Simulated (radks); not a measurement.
Problem. The caesium ion Cs7+ is in [Kr] 4d10 5s2. Method: scalar-relativistic Kohn-Sham, PBEsol, spin-polarised, spherical densities, finite nucleus; Fermi nuclear charge, rms radius of each element as measured or else 0.836 A^(1/3) + 0.57 fm; computed with a radial shooting solver on a logarithmic mesh with Libxc functionals. Open shells are filled with parallel spins first. One electron is removed from 4s, 4p, 4d, 5s in turn, with full relaxation. Which removal costs least, and what does each cost?

Solution. 5s 111.37 eV; 4d 174.36 eV; 4p 262.29 eV; 4s 322.42 eV. The 5s electron leaves first.
